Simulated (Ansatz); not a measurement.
## Calibrating r2SCAN-D4/def2-TZVPP on molecular compounds of Au

The vertical ionisation energy (cation less neutral) in eV of 6 molecular compounds of Au: x at r2SCAN-D4/def2-TZVPP, y at CCSD(T)/def2-TZVPP. Shapes, held fixed at every level: PBE0-D4/def2-TZVP. Flexible molecules stand in one conformer, not always the lowest. Programs: Ansatz 0.2.0.

| molecule | x (eV) | y (eV) |
| --- | --- | --- |
| Au(NH3)(SH) | 7.72 | 7.76 |
| C2H7AuS2 (SMILES C[S+](C)[Au-][SH]) | 7.77 | 7.79 |
| AuSi2NH8O (SMILES [OH2+][Au-][N]([SiH3])[SiH3]) | 7.82 | 8.14 |
| AuOH (SMILES [OH][Au]) | 9.86 | 9.84 |
| AuBr (bromogold) | 10.00 | ? |
| AuCl (gold monochloride) | 10.40 | 10.36 |

**Question.** Fit y = c + s·x to the known rows and predict y for AuBr.

**Answer.** 
1. Means of the 5 rows: x = 8.7140, y = 8.778.
2. Σ(Δx)² = 6.8343, Σ(Δx·Δy) = 6.3992, so the slope is 6.3992/6.8343 = 0.93634.
3. Intercept: 8.778 − (0.93634) × 8.7140 = 0.619. The largest residual of the fit is 0.20.
4. AuBr: 0.619 + 0.93634 × 10.00 = 9.98 eV.

CCSD(T)/def2-TZVPP gives 9.92 eV, so the prediction is off by +0.06 eV, within the largest residual. Uncorrected, r2SCAN-D4/def2-TZVPP misses AuBr by +0.08 eV, and the other rows by 0.09 on average. The line removes about 25 % of this miss. Left out in turn, the other rows are missed by 0.12 eV on average, worse than no correction. Cations run unrestricted. For atoms past krypton def2 sets carry core potentials with scalar relativity. Relativity is left out for Br. Outer-core shells of Au, Br are correlated, in sets that cover them unevenly.
